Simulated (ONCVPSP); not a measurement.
## LDA (Perdew-Wang 92) ONCV dataset for helium, scalar-relativistic all-electron reference.

ONCVPSP 4.0.1 input, shortened (lines: element, Z, core and valence counts, functional; n l f; lmax; l rc ep ncon nbas qcut; lloc lpopt rc5 dvloc0; l nproj debl; icmod fcfact rcfact), LDA (Perdew-Wang 92), scalar-relativistic:

```
  He 2.00    0    1  -001012      upf
    1    0    1.00
    1
    0    0.70    0.00    4    8   14.70
    1    0.55    0.41    3    7   13.90
    4    5    0.45    6.00
    0    2    2.00
    1    2    2.20
    0    0.00    0.00
```

All-electron outer shells of the reference configuration (LDA (PZ), scalar-relativistic, ld1.x):

```
shell  level (eV)  outermost node (bohr)  outermost maximum (bohr)
   1s      -38.38                      –                      0.52
```

Does the generator finish with these settings?

Yes, a potential is produced and its reference levels are reproduced.

Estimate the cutoffs (Ha) at which the residual kinetic energy of the hardest occupied pseudo-wave falls to 1 and 0.1 mHa per electron.

68 Ha and 87 Ha.

Does the potential have ghost states?

No bound ghost flagged; no localised positive-energy state flagged.

Tests: 1s2; 1s1.5. Which has the largest error in its energy relative to the reference configuration, and how large is it?

1s2, with +12 meV (all-electron minus pseudo) on -26.49 eV.
